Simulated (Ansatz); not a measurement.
Cost and result for the atomization energy of CH₇NOSi, SMILES `CO[SiH2]N` (11 atoms, 10 bonds).

```xyz
11

C    -0.6722    0.8858   -1.3257
O     0.3268    1.0625   -0.3521
Si    0.4110    0.1466    1.0117
N     0.6602   -1.5262    0.7900
H    -0.5858   -0.0903   -1.8169
H    -1.6775    0.9685   -0.8934
H    -0.5593    1.6644   -2.0824
H    -0.8788    0.2504    1.7474
H     1.5566    0.7328    1.7401
H    -0.1011   -2.1806    0.7402
H     1.5201   -1.9139    0.4411
```

The species carries charge 0 and has multiplicity 1. All single points use the PBE0-D4/def2-TZVP geometry. It is one conformer, not always the lowest. Program: Ansatz. Hardware: A = 2 threads of an AMD EPYC 7R13 on a shared host; B = 2 threads of an AMD EPYC 7R13 on a shared host and a share of an NVIDIA H100 80 GB. Times are those of one run each, without the atoms' runs, and a repeat can differ threefold. Electronic energies, without spin–orbit coupling; frozen cores. CCSD(T)/CBS extrapolates def2-TZVPP and def2-QZVPP, and its time is that of the two runs behind it. T1 = 0.011. B3LYP takes the VWN-RPA correlation (the form of Gaussian; ORCA's B3LYP/G).

CCSD(T)/CBS is a level of theory with its own doubt, some kJ/mol a heavy atom from the limit and from the frozen cores, so smaller differences don't rank the functionals.

```
                                 level  functions  wall time  atomization (kcal/mol)  difference from CCSD(T)/CBS  per bond
   PBE-D4/def2-TZVPP (with forces) [A]        233      2.9 s                   951.8                          6.8       0.7
                PBE0-D4/def2-TZVPP [A]        233      3.4 s                   936.5                         -8.5      -0.8
r2SCAN-D4/def2-TZVPP (with forces) [A]        233      4.9 s                   940.3                         -4.7      -0.5
 B3LYP-D4/def2-TZVPP (with forces) [A]        233      5.5 s                   945.1                          0.1       0.0
                 B2PLYP/def2-TZVPP [A]        233        6 s                   934.3                        -10.7      -1.1
                CCSD(T)/def2-TZVPP [B]        233        8 s                   918.4                        -26.6      -2.7
                ωB97X-V/def2-TZVPP [A]        233      8.5 s                   947.3                          2.3       0.2
  ωB97M-V/def2-TZVPP (with forces) [A]        233       11 s                   946.9                          1.9       0.2
                CCSD(T)/def2-QZVPP [B]        451       20 s                   934.4                        -10.6      -1.1
                     CCSD(T)/CBS(def2)          –       28 s                   945.0                          0.0       0.0
```

In def2-TZVPP, CCSD(T) changes the Hartree–Fock value by +238.9 kcal/mol (the triples alone add +11.6 kcal/mol) and MP2 by +248.2 kcal/mol; breaking electron pairs costs correlation energy, which Hartree–Fock lacks. From PBE to PBE0 (25 % exact exchange), in def2-TZVPP and without D4, the atomization energy moves by −14.6 kcal/mol: exact exchange takes away binding that semilocal exchange gives to molecules. The D4 term adds +6.9 kcal/mol with B3LYP and +3.6 kcal/mol with PBE0; it sums over pairs of atoms, weighted by their polarisabilities, and B3LYP, whose exchange is more repulsive, gets the larger term.
